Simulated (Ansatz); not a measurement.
Basis-set extrapolation for ClH$_{4}$NOSSi, SMILES `N[Si](O)(S)Cl` (PBE0-D4/def2-TZVP geometry, frozen core, Ansatz). Multiplicity 1, RHF reference.

```
                       def2-TZVPP    def2-QZVPP
                 HF  -1277.890820  -1277.930657
    MP2 correlation     -0.935881     -1.017469
CCSD(T) correlation     -1.020536       not run
```

Energies in hartree. Use E(X) = E(∞) + A·exp(−7.88·√X) for Hartree–Fock and E(X) = E(∞) + B·X^(−2.97) for correlation, with X = 3 and 4, and add CCSD(T) minus MP2 of the smaller set to the MP2 limit.

What is the CCSD(T) energy at the basis-set limit?

HF limit: -1277.930657 + (-0.039837) × 0.13774 = -1277.93614. MP2 limit: -1.017469 + (-0.081588) × 0.74074 = -1.07790. Higher-order term: -1.020536 − (-0.935881) = -0.08466. Total: -1279.09870 hartree, 117.6 kcal/mol below CCSD(T)/def2-TZVPP.
